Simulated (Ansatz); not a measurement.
A run for Ansatz (a program for electronic structure): R-PBE0/def2-TZVPPD on CH5FS (a complex), monomers drawn apart or pushed together. Files ending in .json are basis or fitting sets from the Basis Set Exchange.

Ansatz 0.2 input:
```yaml
crystal:
  periodic: [false, false, false]
  atoms:
    - {symbol: S, position_ang: [-1.01864321, 0.17603342, -0.21559395]}
    - {symbol: H, position_ang: [0.06164805, 0.84854057, -0.64360260]}
    - {symbol: H, position_ang: [-0.30103800, -0.53718022, 0.66928767]}
    - {symbol: C, position_ang: [-0.09563908, 0.34491566, 3.29639901]}
    - {symbol: F, position_ang: [0.44280150, -0.71671749, 2.56606174]}
    - {symbol: H, position_ang: [0.72530788, 0.91909743, 3.72597023]}
    - {symbol: H, position_ang: [-0.68364263, 0.96473080, 2.61974062]}
    - {symbol: H, position_ang: [-0.72649214, -0.06417020, 4.08554717]}
basis:
  gaussian:
    orbitals: def2-TZVPPD.json
hamiltonian:
  xc: {name: PBE0}
scf: {lower_state_search: off}
```

What total energy does the run end on?

-538.9214 hartree.
